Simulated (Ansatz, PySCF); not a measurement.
Gas-phase reaction in SMILES: [C-]#[N+]CC → [C-]#[N+][CH-]C + H+
Structures are relaxed separately at B3LYP-D3(BJ)/def2-TZVP in Ansatz (a first-principles code).
Geometry of the first species:
```xyz
9

C     -1.5290     0.2840    -0.1251
C     -0.2976    -0.5526    -0.4537
N      0.8749    -0.0301     0.1651
C      1.8162     0.4197     0.6833
H     -1.4021     1.3088    -0.4729
H     -1.7052     0.3036     0.9501
H     -2.4041    -0.1449    -0.6144
H     -0.4263    -1.5820    -0.1143
H     -0.1245    -0.5812    -1.5311
```
Charge 0, spin multiplicity 1.

Property: gas-phase deprotonation energy (enthalpy at 298 K, with B3LYP-D3(BJ) rigid-rotor harmonic-oscillator terms from PySCF), in kcal/mol. Correlated levels leave the core frozen unless marked. Spin-orbit coupling is left out. No relativistic terms. Anions need diffuse functions: aug- sets have them; def2-D sets add few; the other sets have none. CBS(X,Y): correlation extrapolated as X^-3; Hartree-Fock from the larger set. [CCSD(T)-MP2]/basis is that difference in the basis named.

```json
[
 {"level": "HF/6-31G*", "program": "Ansatz", "gas-phase deprotonation energy (kcal/mol)": "410.2"},
 {"level": "HF/aug-cc-pVQZ", "program": "Ansatz", "gas-phase deprotonation energy (kcal/mol)": "398.7"},
 {"level": "SVWN5/def2-TZVPD", "program": "Ansatz", "gas-phase deprotonation energy (kcal/mol)": "369.1"},
 {"level": "PBE-D3(BJ)/def2-TZVPD", "program": "Ansatz + dftd3", "gas-phase deprotonation energy (kcal/mol)": "378.0"}
]
```

**Question.** Predict the RI-MP2/CBS(aug-cc-pVTZ,aug-cc-pVQZ)+[CCSD(T)-MP2]/aug-cc-pVTZ result (Ansatz).

**Answer.** 385.7 kcal/mol
